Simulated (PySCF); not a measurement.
# A survey of ¹⁵N NMR shifts

A single conformation, relativity neglected, averaged over atoms made equivalent by symmetry, fast rotation or ring inversion, no solvent model. PBE0/pcSseg-1 with gauge-including orbitals; GFN2-xTB structure; PySCF.

Shieldings were converted by a linear fit to measured shifts: ¹⁵N: δ = -148.07 − 0.921σ (rms 6.3 ppm, 71 shifts vs CH3NO2, solution or neat liquid). Occasional misses reach two or three times the rms, and more in compound classes unlike the fitted ones.

Task: Give the ¹⁵N shifts of `CSc1nn([SiH](C)C)cp1`, `C=CO[SiH2]CC(=O)N=C`, `C#CC(=O)NCC1CC1`, `c1ccn([C@@H]2CCO2)c1`, `C[SiH](C)NN`.

Result: 
| compound | environment | δ (ppm) |
| --- | --- | --- |
| [CH3:1][S:2][c:3]1[n:4][n:5]([SiH:6]([CH3:7])[CH3:8])[cH:9][p:10]1 | N4: pyridine-type nitrogen of an azole | -75.4 |
| [CH3:1][S:2][c:3]1[n:4][n:5]([SiH:6]([CH3:7])[CH3:8])[cH:9][p:10]1 | N5: pyrrole-type ring nitrogen | -160.5 |
| C=CO[SiH2]CC(=O)N=C | imine nitrogen | 4.0 |
| C#CC(=O)NCC1CC1 | amide-type nitrogen | -255.7 |
| c1ccn([C@@H]2CCO2)c1 | pyrrole-type ring nitrogen | -201.1 |
| [CH3:1][SiH:2]([CH3:3])[NH:4][NH2:5] | N5: nitrogen bonded to O or N | -335.1 |
| [CH3:1][SiH:2]([CH3:3])[NH:4][NH2:5] | N4: nitrogen bonded to O or N | -337.1 |

Task: Order these by ¹⁵N shift, lowest first.
A. COCc1cnoc1[SiH3]
B. C#CC(=O)NCC1CC1
C. O[SiH](O)n1cccc1

Result: B (-255.7 ppm, amide-type nitrogen), C (-215.7 ppm, pyrrole-type ring nitrogen), A (13.9 ppm, pyridine-type nitrogen of an azole).
